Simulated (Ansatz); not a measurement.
Ansatz (a program for electronic structure) input (RI-MP2/aug-cc-pV(Q+d)Z):
A basis named .json is the Basis Set Exchange file of that set.

Ansatz 0.2 input:
```yaml
crystal:
  periodic: [false, false, false]
  atoms:
    - {symbol: F, position_ang: [-1.18052945, -0.44662393, 0.00012778]}
    - {symbol: S, position_ang: [0.00107893, 0.50509259, -0.00997059]}
    - {symbol: F, position_ang: [1.17861135, -0.45131845, 0.01759770]}
basis:
  gaussian:
    orbitals: aug-cc-pV_Q+d_Z.json
    fitting: {mean_field: def2-universal-jkfit, correlation: aug-cc-pVQZ-RIFIT.json}
total_charge: 1
magnetization: {spin_polarized: true, initial_magnetization: 1}
correlation: {method: mp2, electrons: outside_noble_gas}
```

End of the output:

```
integrals: 0.22 GiB planned
282 factors; integrals over basis functions are off by at most 1.4e0 eV
530 factors; integrals over basis functions are off by at most 7.1e-1 eV
mean field: 0.68 GiB planned
mean field evaluation 1: about -16216.1914 eV, gradient 4.2e1 eV
mean field evaluation 2: about -16218.7561 eV, gradient 3.3e1 eV
mean field evaluation 4: about -16221.6647 eV, gradient 8.9e-1 eV
mean field evaluation 8: about -16221.6781 eV, gradient 2.4e-6 eV
mean field -16221.67813606 eV, -596.1356760519 hartree, gradient 2.3e-6 eV, S^2 0.776824; 0 other end points of the search recorded, 0 dependent functions left out
7 core orbitals not correlated
reference -16221.67813606 eV, -596.1356760519 hartree; 10, 9 occupied and 232, 233 virtual orbitals, 530 factors
second order -19.38143920 eV of doubles, -0.00000000 eV of singles
Total energy: -16241.05957526 eV, -596.8479308053 hartree
```
